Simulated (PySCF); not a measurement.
Structure with atom numbers: `[CH2:1]=[C:2]([CH3:3])[Si@@:4]([CH3:5])([NH2:6])[SiH3:7]`. Each H is labelled by its parent atom. Ha(C1) is cis to C3; Hb(C1) is trans to C3.

- PBE0/pcSseg-1 with gauge-including orbitals
- GFN2-xTB structure
- code: PySCF 2.14
- no relativistic terms, isolated molecule, single conformer, one averaged value for each set of equivalent atoms

Shifts are taken against calculated references (same method and geometry level): 13C (σ = 186.93 ppm) and 1H (σ = 31.72 ppm) and 29Si (σ = 349.16 ppm) vs TMS; NH3 for 15N (σ = 267.73 ppm).

| atoms | nucleus | count | δ (ppm) |
| --- | --- | --- | --- |
| Ha(C1) | 1H | 1 | ? |
| H(Si7) | 1H | 3 | 3.27 |
| Si4 | 29Si | 1 | ? |
| N6 | 15N | 1 | 20.2 |
| C5 | 13C | 1 | ? |
| H(C3) | 1H | 3 | ? |
| C1 | 13C | 1 | 134.3 |
| Si7 | 29Si | 1 | -125.7 |
| C3 | 13C | 1 | 25.0 |
| C2 | 13C | 1 | 159.1 |
| H(N6) | 1H | 2 | -0.03 |
| Hb(C1) | 1H | 1 | 5.56 |
| H(C5) | 1H | 3 | 0.33 |

Q: Complete the table.

A: 
- C5: 1.1 ppm, methyl carbon bonded to Si; an electropositive neighbour leaves it electron-rich and shielded
- Ha(C1): 5.98 ppm, hydrogen on a terminal =CH2 carbon; attached to an sp2 carbon and in the plane of the double bond
- H(C3): 2.15 ppm, hydrogen on an allylic methyl carbon; allylic position
- Si4: -6.2 ppm, silicon bonded to 2 C, N, Si

Exchangeable OH/NH protons stand at their gas-phase positions; hydrogen bonding in a real sample shifts them, mostly to higher δ. Shifts are as computed. Against solution values, carbons near 30 ppm lie about +3 ppm off and those near 130 ppm about +5 ppm. Of 1309 compounds with measured shifts, 239 miss one by over three times the rms of a fit or turn the order of signals round; such compounds aren't used in these exercises. Experimental scales use liquid or dissolved standards, which lie at an offset from isolated NH3 (liquid NH3: subtract about 20 ppm).
